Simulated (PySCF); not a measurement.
# Gas-phase XPS of (Cl2Al-mu-NH2)2, computed

Species: (Cl2Al-mu-NH2)2.
Geometry (PBE0-D3(BJ)/def2-SVP, Å), atoms numbered from 1 in this order:
```xyz
12
Al2Cl4H4N2 angstrom
Al    -1.3254   -0.1891   -0.3468
Cl    -2.7894   -0.2953    1.1645
Cl    -1.8408   -0.3404   -2.3862
N     -0.1586    1.3332   -0.0469
Al     1.3456    0.1754    0.3528
Cl     2.7952    0.2840   -1.1726
Cl     1.8826    0.3255    2.3867
N      0.1764   -1.3473    0.0616
H     -0.4453    1.9337    0.7291
H     -0.0303    1.9395   -0.8595
H      0.4600   -1.9545   -0.7102
H      0.0456   -1.9475    0.8783
```

Method: delta-SCF UKS SCAN, pcX-2 on the ionised atom, pcseg-1 elsewhere, spin-free X2C in PySCF 2.14.0. These are vertical core ionisation energies against the vacuum level, from separate self-consistent calculations with and without the core hole.

Give the core binding energies atom by atom.

| atom(s) | bonded to | level | binding energy (eV) | 2p1/2 (eV) | count |
| --- | --- | --- | --- | --- | --- |
| Cl2/Cl3/Cl6/Cl7 | Al | Cl 2p3/2 | 205.88 | 207.53 | 4 |
| N4/N8 | 2 H and 2 Al | N 1s | 406.54 | – | 2 |
| Al1/Al5 | 2 Cl and 2 N | Al 1s | 1568.49 | – | 2 |
| Cl2/Cl3/Cl6/Cl7 | Al | Cl 1s | 2828.48 | – | 4 |

Give the binding energy of Cl 1s of Cl2 (atom 2)/Cl3/Cl6/Cl7 in hartree and in kJ/mol.

2828.48 eV = 103.9447 Eh = 272907 kJ/mol.

The first atom of each set that the bonding makes equivalent was ionised and stands for the set. For 2p shells one spin-free hole was relaxed; a mean-field spin–orbit operator and the ground-state splitting of the three 2p orbitals were then diagonalised within the shell. The shell's mean is (2 × 2p3/2 + 2p1/2)/3, and the degeneracies 2j + 1 give areas of 2:1. 2p1/2 minus 2p3/2 (ligand field included): Cl 1.65 eV. One conformer (not necessarily the lowest) at the PBE0-D3(BJ)/def2-SVP geometry, without solvent, vibrations or thermal averaging.

On an AMD EPYC 9R45 with one thread (shared host), this took 20 s and 0.71 GiB of memory at its peak.
